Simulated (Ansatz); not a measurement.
`[F][Ti]([F])([I])[I]` + H–F → `[F][Ti]([F])([F])[I]` + HI at 400 K and 1 bar (ligand exchange at a Ti–I bond).

Isolated molecules relaxed with PBE0-D4/def2-TZVP in Ansatz; ΔE leaves out vibrations. CBS: MP2 limit from def2 TZ/QZ plus the TZ coupled-cluster correction, frozen cores. This one scheme is used for every species. Elements past krypton have def2 core potentials. For I, Ti outer-core shells are correlated without core-valence functions, which leaves a few kJ/mol of doubt a bond. Scalar relativity is left out up to krypton.

```tsv
species	CCSD(T)/CBS energy (Eh)	H − E (kJ/mol)	S (J/(mol·K))
`[F][Ti]([F])([I])[I]`	-1643.63566	48.2	413.1
H–F	-100.39570	36.5	182.2
`[F][Ti]([F])([F])[I]`	-1446.00030	50.1	376.7
HI	-298.03592	25.7	215.0
```

H − E and S are ideal-gas, rigid-rotor, harmonic terms from PBE0-D4/def2-TZVP. 1 Eh = 2625.50 kJ/mol, R = 8.31446 J/(mol·K).

**Question.** By hand: ΔE, ΔH, ΔS and ΔG.

**Answer.** ΔE = (-1446.00030) + (-298.03592) − (-1643.63566) − (-100.39570) = -0.00486 Eh = -12.8 kJ/mol. Δ(H − E) = 50.1 + 25.7 − 48.2 − 36.5 = -8.9, so ΔH = -21.7 kJ/mol. ΔS = 376.7 + 215.0 − 413.1 − 182.2 = -3.6 J/(mol·K). ΔG = -21.7 − 400 × (-3.6)/1000 = -20.3 kJ/mol.

**Question.** By hand: the equilibrium constant, and the temperature at which ΔG would vanish if ΔH and ΔS stayed fixed.

**Answer.** log₁₀ K = −ΔG/(RT ln 10) = 2.7. ΔG = 0 at ΔH/ΔS = 6028 K, far beyond where these terms or the molecules hold.

The number of gas molecules stays the same, so ΔS is small and ΔH decides. A doubt of 5 kJ/mol in ΔE shifts log₁₀ K by 0.7 here. These are equilibria of isolated gas molecules and say nothing of rates. Largest T1 diagnostic: 0.023 (customary marks: 0.02 for closed shells, 0.045 for open ones).
